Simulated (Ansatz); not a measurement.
SnSe, closed-shell singlet (the spin of the measured ground state), most abundant isotopes (79.9165 and 119.9022 u). Constants from fifth-degree fits in 1/R to seven points on the lowest solution found; no spin–orbit coupling, no relativity up to Kr; ω_e x_e and α_e move by some per cent with the fit.

Correlated levels freeze the inner cores; with def2 sets outer-core shells near the valence are correlated too. CBS: X⁻³ extrapolation of the correlation energy, Hartree–Fock from the larger set.

Programs: Ansatz (a program for electronic structure). Values without a source in brackets are computed. In def2 rows elements past Kr take small-core potentials, without spin–orbit coupling.

```csv
level,r_e (Å),ω_e (cm⁻¹),ω_e x_e (cm⁻¹),α_e (cm⁻¹)
PBE/def2-TZVPP,2.3561,317.6,0.576,0.000161
"CCSD(T)/CBS(def2-TZVPP, def2-QZVPP)",2.3228,334.7,0.627,0.000167
```

D_e from total energies of the atoms and the molecule: 4.93 eV at PBE/def2-TZVPP; 4.84 eV at CCSD(T)/CBS(def2-TZVPP, def2-QZVPP).

Question: Derive the rotational constants, the centrifugal constant, the fundamental, the zero-point energy and the force constant, and test the Morse rule for the well depth.

Answer: 
μ = 47.95430 u.
- PBE/def2-TZVPP: B_e = 16.8576/(μ r_e²) = 0.063325 cm⁻¹; B₀ = B_e − α_e/2 = 0.063244 cm⁻¹; D = 4B_e³/ω_e² = 1.01e-08 cm⁻¹; fundamental ω_e − 2ω_e x_e = 316 cm⁻¹; zero-point energy ω_e/2 − ω_e x_e/4 = 159 cm⁻¹; k = μ(2πcω_e)² = 285 N/m; the line J = 1 ← 0 at 2B₀ = 3.792 GHz; a Morse well would hold ω_e²/(4ω_e x_e) = 5.43 eV against the computed D_e of 4.93 eV
- CCSD(T)/CBS(def2-TZVPP, def2-QZVPP): B_e = 16.8576/(μ r_e²) = 0.065157 cm⁻¹; B₀ = B_e − α_e/2 = 0.065073 cm⁻¹; D = 4B_e³/ω_e² = 9.88e-09 cm⁻¹; fundamental ω_e − 2ω_e x_e = 333 cm⁻¹; zero-point energy ω_e/2 − ω_e x_e/4 = 167 cm⁻¹; k = μ(2πcω_e)² = 316 N/m; the line J = 1 ← 0 at 2B₀ = 3.902 GHz; a Morse well would hold ω_e²/(4ω_e x_e) = 5.54 eV against the computed D_e of 4.84 eV

Measured for the ground state: r_e 2.3256 Å [microwave values compiled in ACS Omega 2, 8373 (2017)]; ω_e 331.2 cm⁻¹ [Huber and Herzberg (1979), NIST Chemistry WebBook].
